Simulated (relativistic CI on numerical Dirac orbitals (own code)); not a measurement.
# Energy levels of Re⁵⁶⁺

Method of calculation: Dirac-Coulomb-Breit CI, orbitals from a KLI potential per configuration, QED by a radiative potential, unscaled Slater integrals (own radial code, finite nucleus).

Configurations in the expansion (outside the closed core [Ne]): 3s2 3p6 3d, 3s2 3p5 3d2, 3s 3p6 3d2, 3s2 3p6 4s, 3s2 3p6 4p, 3s2 3p6 4d, 3s2 3p5 3d 4s, 3s2 3p6 4f, 3s2 3p5 3d 4p, 3p6 3d3, 3p5 3d4, 3p5 3d3 4s. Double excitations out of closed p, d and f shells are left out; levels of such configurations are missing from the list, as are those of other unlisted configurations, and high levels can miss mixing partners. These lack a partner that the ground configuration has and come out too high: 3s2 3p5 3d 4p.

The lowest level is 3s2 3p6 3d 2D_3/2, with 100 % of that term; Hund's rules for 3s2 3p6 3d give 2D with J = 3/2, in agreement.

| No. | Configuration | Term | J | E (Ry) | % | Next component (%) | Lifetime (s) |
| --- | --- | --- | --- | --- | --- | --- | --- |
| 1 | 3s2 3p6 3d | 2D | 3/2 | 0.000 | 100 |  |  |
| 2 | 3s2 3p6 3d | 2D | 5/2 | 6.060 | 100 |  | 3.19e-07 |
| 3 | 3s2 3p5 3d2 | 4D° | 3/2 | 18.915 | 39 | 26 4F° | 3.53e-10 |
| 4 | 3s2 3p5 3d2 | 4D° | 1/2 | 19.065 | 82 | 16 2P° | 8.49e-11 |
| 5 | 3s2 3p5 3d2 | 4F° | 5/2 | 19.449 | 34 | 23 2D° | 1.52e-10 |
| 6 | 3s2 3p5 3d2 | 2G° | 7/2 | 19.638 | 35 | 30 4G° | 1.33e-07 |
| 7 | 3s2 3p5 3d2 | 2P° | 3/2 | 21.362 | 31 | 23 4P° | 7.54e-10 |
| 8 | 3s2 3p5 3d2 | 4D° | 5/2 | 24.531 | 50 | 21 2F° | 1.52e-08 |
| 9 | 3s2 3p5 3d2 | 4G° | 9/2 | 24.874 | 70 | 19 2G° | 2.77e-07 |
| 10 | 3s2 3p5 3d2 | 4F° | 7/2 | 25.108 | 47 | 30 4D° | 9.59e-11 |
| 11 | 3s2 3p5 3d2 | 4D° | 3/2 | 25.410 | 47 | 34 2D° | 4.17e-11 |
| 12 | 3s2 3p5 3d2 | 4P° | 5/2 | 25.559 | 42 | 30 2F° | 1.36e-10 |
| 13 | 3s2 3p5 3d2 | 2H° | 11/2 | 25.699 | 69 | 31 4G° | 1.74e-04 |
| 14 | 3s2 3p5 3d2 | 2G° | 7/2 | 25.807 | 42 | 31 2F° | 7.00e-10 |
| 15 | 3s2 3p5 3d2 | 2S° | 1/2 | 26.314 | 32 | 31 4P° | 3.45e-09 |
| 16 | 3s2 3p5 3d2 | 2F° | 7/2 | 26.635 | 38 | 28 2G° | 6.51e-10 |
| 17 | 3s2 3p5 3d2 | 4D° | 5/2 | 26.781 | 48 | 39 2D° | 1.88e-10 |
| 18 | 3s2 3p5 3d2 | 2G° | 9/2 | 27.022 | 61 | 19 2H° | 5.37e-06 |
| 19 | 3s2 3p5 3d2 | 4S° | 3/2 | 27.035 | 35 | 30 2D° | 5.32e-10 |
| 20 | 3s2 3p5 3d2 | 2D° | 3/2 | 28.418 | 43 | 27 4F° | 1.08e-12 |
| 21 | 3s2 3p5 3d2 | 2F° | 5/2 | 29.006 | 81 | 9 2D° | 7.82e-13 |
| 22 | 3s2 3p5 3d2 | 2P° | 1/2 | 29.514 | 73 | 20 4D° | 7.25e-13 |
| 23 | 3s2 3p5 3d2 | 4G° | 11/2 | 30.951 | 69 | 31 2H° | 1.88e-07 |
| 24 | 3s2 3p5 3d2 | 2D° | 5/2 | 31.523 | 51 | 20 2F° | 2.24e-10 |
| 25 | 3s2 3p5 3d2 | 4F° | 9/2 | 31.763 | 46 | 44 2G° | 1.57e-07 |
| 26 | 3s2 3p5 3d2 | 2F° | 7/2 | 31.997 | 51 | 40 4D° | 8.69e-12 |
| 27 | 3s2 3p5 3d2 | 2P° | 1/2 | 32.548 | 58 | 28 2S° | 5.89e-11 |
| 28 | 3s2 3p5 3d2 | 2F° | 7/2 | 33.737 | 43 | 30 4D° | 2.40e-12 |
| 29 | 3s2 3p5 3d2 | 2P° | 3/2 | 34.364 | 53 | 27 2D° | 2.36e-11 |
| 30 | 3s2 3p5 3d2 | 2D° | 5/2 | 35.097 | 53 | 15 4D° | 7.17e-13 |
| 31 | 3s2 3p5 3d2 | 2P° | 3/2 | 35.301 | 58 | 12 4D° | 9.02e-13 |
| 32 | 3s2 3p5 3d2 | 4G° | 5/2 | 46.296 | 48 | 41 2F° | 9.10e-13 |
| 33 | 3s2 3p5 3d2 | 2P° | 1/2 | 49.543 | 53 | 33 4D° | 2.69e-13 |
| 34 | 3s2 3p5 3d2 | 2D° | 3/2 | 49.828 | 58 | 25 4F° | 1.38e-13 |
| 35 | 3s2 3p5 3d2 | 4G° | 7/2 | 51.769 | 49 | 23 2G° | 6.60e-11 |
| 36 | 3s2 3p5 3d2 | 2D° | 5/2 | 51.975 | 27 | 22 4F° | 5.53e-12 |
| 37 | 3s2 3p5 3d2 | 4D° | 3/2 | 52.437 | 40 | 27 2D° | 7.26e-12 |
| 38 | 3s2 3p5 3d2 | 4P° | 1/2 | 52.633 | 46 | 28 4D° | 2.33e-09 |
| 39 | 3s2 3p5 3d2 | 2H° | 9/2 | 52.826 | 51 | 34 2G° | 2.25e-09 |
| 40 | 3s2 3p5 3d2 | 2D° | 5/2 | 54.974 | 41 | 22 4D° | 2.05e-13 |
| 41 | 3s2 3p5 3d2 | 2F° | 7/2 | 55.075 | 55 | 22 2G° | 2.59e-13 |
| 42 | 3s2 3p5 3d2 | 2P° | 3/2 | 55.652 | 47 | 19 4D° | 2.05e-13 |
| 43 | 3s2 3p5 3d2 | 4D° | 7/2 | 57.999 | 33 | 31 2F° | 1.12e-11 |
| 44 | 3s2 3p5 3d2 | 2G° | 9/2 | 58.545 | 42 | 20 2H° | 2.13e-09 |
| 45 | 3s2 3p5 3d2 | 2P° | 3/2 | 58.771 | 31 | 26 2D° | 7.11e-11 |
| 46 | 3s2 3p5 3d2 | 2F° | 5/2 | 59.104 | 38 | 33 2D° | 5.37e-10 |
| 47 | 3s2 3p5 3d2 | 2P° | 1/2 | 60.879 | 77 | 16 4D° | 3.11e-11 |
| 48 | 3s 3p6 3d2 | 4F | 3/2 | 62.687 | 78 | 20 2D | 1.94e-13 |
| 49 | 3s 3p6 3d2 | 4F | 5/2 | 63.396 | 46 | 26 2F | 1.91e-13 |
| 50 | 3s 3p6 3d2 | 4P | 1/2 | 64.924 | 58 | 29 2S | 1.92e-13 |
| 51 | 3s 3p6 3d2 | 4F | 7/2 | 68.522 | 89 | 8 2F | 1.93e-13 |
| 52 | 3s 3p6 3d2 | 4F | 5/2 | 68.899 | 48 | 26 4P | 1.95e-13 |
| 53 | 3s 3p6 3d2 | 4P | 3/2 | 69.367 | 85 | 9 2D | 1.94e-13 |
| 54 | 3s 3p6 3d2 | 2G | 9/2 | 69.753 | 64 | 36 4F | 1.92e-13 |
| 55 | 3s 3p6 3d2 | 2F | 5/2 | 70.014 | 59 | 30 4P | 1.96e-13 |
| 56 | 3s 3p6 3d2 | 2G | 7/2 | 70.453 | 75 | 25 2F | 1.98e-13 |
| 57 | 3s 3p6 3d2 | 2P | 3/2 | 70.545 | 45 | 33 2D | 1.97e-13 |
| 58 | 3s 3p6 3d2 | 2P | 1/2 | 71.040 | 72 | 25 4P | 1.98e-13 |
| 59 | 3s 3p6 3d2 | 4F | 9/2 | 74.811 | 64 | 36 2G | 1.95e-13 |
| 60 | 3s 3p6 3d2 | 2D | 5/2 | 75.726 | 52 | 40 4P | 1.96e-13 |
| 61 | 3s 3p6 3d2 | 2F | 7/2 | 76.218 | 67 | 22 2G | 2.02e-13 |
| 62 | 3s 3p6 3d2 | 2P | 3/2 | 76.663 | 53 | 38 2D | 2.01e-13 |
| 63 | 3s 3p6 3d2 | 2S | 1/2 | 77.987 | 69 | 16 4P | 1.98e-13 |
| 64 | 3p6 3d3 | 4F | 3/2 | 127.902 | 44 | 40 2D |  |
| 65 | 3p6 3d3 | 4F | 5/2 | 133.164 | 82 | 16 2D |  |
| 66 | 3p6 3d3 | 4P | 3/2 | 133.691 | 38 | 32 4F |  |
| 67 | 3p6 3d3 | 2H | 9/2 | 133.920 | 47 | 41 2G |  |
| 68 | 3p6 3d3 | 2G | 7/2 | 133.958 | 50 | 31 4F |  |
| 69 | 3p6 3d3 | 4P | 1/2 | 134.134 | 58 | 42 2P |  |
| 70 | 3p6 3d3 | 2D | 5/2 | 135.961 | 45 | 32 4P |  |

Energies count from the lowest computed level; ° marks odd parity; lifetimes are radiative, by E1, M1, E2, M2, E3 decay to levels of this space only; some are left blank where a channel outside the calculation adds to the decay or the decay crosses a small, uncertain gap.

The mean weight of the leading LS term, summed over parents, in these 70 levels is 54 %, and that of the leading jj configuration (from the same eigenvectors) 98 %, so jj coupling describes them better and the LS labels are nominal.

At this charge energies of transitions that change n are usually good to better than 1 %, and those within a shell (Δn = 0) to a few per cent.

LS names give the leading component of a level, which can be under half, so a name can repeat, a term be missing and a line seem to break the LS rules.
